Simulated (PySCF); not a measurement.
# Ionisation energy of Mo²⁺ by level of theory

Mo²⁺ [Kr] 4d4 (5D) → Mo³⁺ [Kr] 4d3 (4F), as a difference of total energies. All numbers are calculated (PySCF 2.14, scalar relativity by spin-free X2C-1e, in x2c-SVPall). Correlated levels: valence: [Kr] frozen. The calculations carry no spin-orbit coupling.

```json
{"method": "UHF", "ionisation energy (eV)": "26.092"}
{"method": "M06-L", "ionisation energy (eV)": "26.747"}
{"method": "BP86", "ionisation energy (eV)": "27.480"}
{"method": "MP2 (valence)", "ionisation energy (eV)": "26.516"}
{"method": "SCS-MP2 (valence)", "ionisation energy (eV)": "26.233"}
```

How much does correlation contribute at MP2 (valence)?

26.516 − (26.092) = 0.424 eV, measured against UHF.

The reference lies between the lowest fine-structure levels, while these numbers refer to the centres of the terms.

Errors of the correlated levels include the incompleteness of this basis and the frozen core.

For comparison: 27.13 ± 0.12 eV (semi-empirical (NIST evaluation); NIST Atomic Spectra Database, ionization energies).
